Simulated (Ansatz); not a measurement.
Isolated molecules relaxed with PBE0-D4/def2-TZVP in Ansatz; ΔE leaves out vibrations. CCSD(T)/CBS is the MP2 limit (def2-TZVPP, def2-QZVPP) plus CCSD(T) − MP2 in def2-TZVPP, frozen cores. This one scheme is used for every species. Functionals use def2-TZVPP. B3LYP here is the variant with VWN-RPA as its local correlation; programs differ in this. HSE06 is defined as in plane-wave codes. Elements past krypton have def2 core potentials. For Ge, Te outer-core shells are correlated without core-valence functions, which leaves a few kJ/mol of doubt a bond. Scalar relativity is left out up to krypton. Each species was taken in one conformer, which may not be the lowest.

Reaction (ligand exchange at a Ge–N bond): `O=C[NH][GeH3]` + `[GeH3][TeH]` → `[GeH3][Te][GeH3]` + `NC=O`

```csv
level,ΔE (kJ/mol),difference from CCSD(T)/CBS
BLYP-D4,-55.6,-0.9
r2SCAN-D4,-58.0,-3.3
B97M-V,-45.8,8.9
PBE0-D4,-63.7,-9.0
r2SCAN0-D4,-60.6,-5.9
HSE06-D4,-64.3,-9.6
CAM-B3LYP-D4,-50.3,4.4
ωB97X-V,-51.2,3.5
B2PLYP,-53.1,1.6
PBE-QIDH,-58.6,-3.9
PBE0,-62.2,-7.5
B3LYP,-54.8,-0.1
MP2/def2-SVP,-50.5,4.2
MP2/def2-TZVPP,-55.0,-0.3
HF/CBS(def2),-48.5,6.2
CCSD/CBS(def2),-54.3,0.4
CCSD(T)/CBS,-54.7,0
```

Largest T1 diagnostic among the species: 0.016.

Leaving LDA and LC-ωPBE aside and taking each functional with its dispersion term where it has one, the values spread over 18.5 kJ/mol, from HSE06-D4 to B97M-V. LDA lies +4.5 kJ/mol from PBE without D4. At CCSD(T), def2-SVP lies +9.7 kJ/mol from the extrapolated value and def2-TZVPP +7.6 kJ/mol.
